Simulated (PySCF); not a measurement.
Job file and geometry (Å, from PBE0-D3(BJ)/def2-SVP) of an NMR shielding run on `C#CC1=C[Si@H](CC)C=C1`, C$_{8}$H$_{10}$Si, PySCF, GIAO wB97X-D/pcSseg-1 NMR shielding, non-relativistic, gas phase; density fitting, a coarse starting grid and PySCF grid level 2 are the driver's defaults:

```
$ OMP_NUM_THREADS=1 python probes_run.py task.json out

{"job": {"kind": "nmr", "xc": "wB97X-D", "basis": "pcSseg-1", "pop": false}, "charge": 0, "multiplicity": 1}
C      4.194278     0.697003     0.938354
C      3.102122     0.442884     0.472799
C      1.829498     0.118650    -0.085322
C      0.713603     0.885492     0.043420
Si    -0.678899     0.007859    -0.855283
C     -2.117641    -0.492019     0.255449
C     -2.894718     0.688153     0.832488
C      0.448109    -1.400037    -1.369761
C      1.671553    -1.141873    -0.869045
H      5.157890     0.928446     1.353233
H      0.734824     1.825007     0.598218
H     -1.194547     0.801779    -2.016824
H     -1.705475    -1.123508     1.060607
H     -2.783574    -1.145220    -0.335247
H     -3.728546     0.352887     1.469199
H     -3.323343     1.320529     0.038615
H     -2.250622     1.332803     1.451260
H      0.245224    -2.298861    -1.955863
H      2.543590    -1.791278    -1.000221
```

Q: What does the program print?

A: 
```
coarse grid: 16512 points
cycle   1  E = -599.9946053818  dE =  1.362e+00  |g| = 3.807e-01  |ddm| = 4.184e+00
cycle   2  E = -600.0215701246  dE = -2.696e-02  |g| = 2.630e-01  |ddm| = 7.400e-01
cycle   3  E = -600.0366518926  dE = -1.508e-02  |g| = 7.289e-02  |ddm| = 2.604e-01
cycle   4  E = -600.0377750436  dE = -1.123e-03  |g| = 3.836e-02  |ddm| = 1.250e-01
cycle   5  E = -600.0381459291  dE = -3.709e-04  |g| = 9.171e-03  |ddm| = 4.708e-02
cycle   6  E = -600.0381663566  dE = -2.043e-05  |g| = 2.782e-03  |ddm| = 1.058e-02
cycle   7  E = -600.0381691119  dE = -2.755e-06  |g| = 8.884e-04  |ddm| = 4.020e-03
final grid: 155312 points
cycle   8  E = -600.1035266516  dE = -2.551e-04  |g| = 5.330e-03  |ddm| = 7.990e-02
cycle   9  E = -600.1035313933  dE = -4.742e-06  |g| = 3.597e-03  |ddm| = 1.111e-02
cycle  10  E = -600.1035343708  dE = -2.978e-06  |g| = 6.071e-04  |ddm| = 3.102e-03
cycle  11  E = -600.1035344841  dE = -1.133e-07  |g| = 2.480e-04  |ddm| = 1.202e-03
cycle  12  E = -600.1035344978  dE = -1.372e-08  |g| = 1.035e-04  |ddm| = 2.981e-04
cycle  13  E = -600.1035345008  dE = -2.998e-09  |g| = 3.412e-05  |ddm| = 1.367e-04
cycle  14  E = -600.1035345013  dE = -4.441e-10  |g| = 1.512e-05  |ddm| = 6.566e-05
converged SCF energy = -600.1035345013

GIAO shielding tensors (ppm)
atom      isotropic    diamagn.    paramagn.     s11        s22        s33       span
  0 C       95.639     260.442    -164.803     38.071     45.481    203.365    165.294
  1 C      100.166     247.893    -147.727     -7.907      4.452    303.954    311.861
  2 C       34.924     263.812    -228.888    -86.243     55.440    135.574    221.817
  3 C       38.321     259.204    -220.884    -86.110     31.271    169.800    255.910
  4 Si     357.423     881.708    -524.285    289.386    387.785    395.099    105.713
  5 C      179.302     254.164     -74.862    173.282    179.676    184.947     11.665
  6 C      173.359     244.271     -70.912    165.226    168.973    185.878     20.652
  7 C       48.070     262.404    -214.335    -69.252     41.026    172.434    241.686
  8 C       24.292     250.752    -226.459    -99.726     45.226    127.377    227.104
  9 H       28.139      32.708      -4.569     24.142     24.564     35.711     11.569
 10 H       24.575      32.573      -7.998     21.215     24.375     28.134      6.919
 11 H       26.768      29.011      -2.243     23.889     24.663     31.751      7.861
 12 H       30.905      32.714      -1.809     26.251     30.042     36.421     10.171
 13 H       30.603      29.900       0.703     25.164     29.380     37.264     12.100
 14 H       29.947      26.234       3.714     24.892     27.243     37.706     12.813
 15 H       30.253      27.829       2.424     26.123     28.258     36.377     10.254
 16 H       30.394      29.902       0.492     25.200     29.692     36.291     11.091
 17 H       25.113      30.190      -5.077     23.663     25.044     26.633      2.970
 18 H       24.405      30.195      -5.790     22.166     22.905     28.145      5.979
```

Q: Turn these shieldings into chemical shifts. Scale: ¹³C (184.54 ppm), ²⁹Si (352.93 ppm), ¹H (31.38 ppm) against TMS (reference shieldings calculated alike).

A: Averaging equivalent atoms: C 8: 160.2; C 2: 149.6; C 3: 146.2; C 7: 136.5; C 0: 88.9; C 1: 84.4; C 6: 11.2; C 5: 5.2; Si 4: -4.5; H 18: 6.97; H 10: 6.81; H 17: 6.27; H 11: 4.61; H 9: 3.24; H 14/15/16: 1.18; H 13: 0.78; H 12: 0.48 ppm. 

Size and cost of the density-fitted run: 210 basis functions, 87 s wall time on 1 thread of an Arm Neoverse N1, shared host; peak memory 1 GiB.
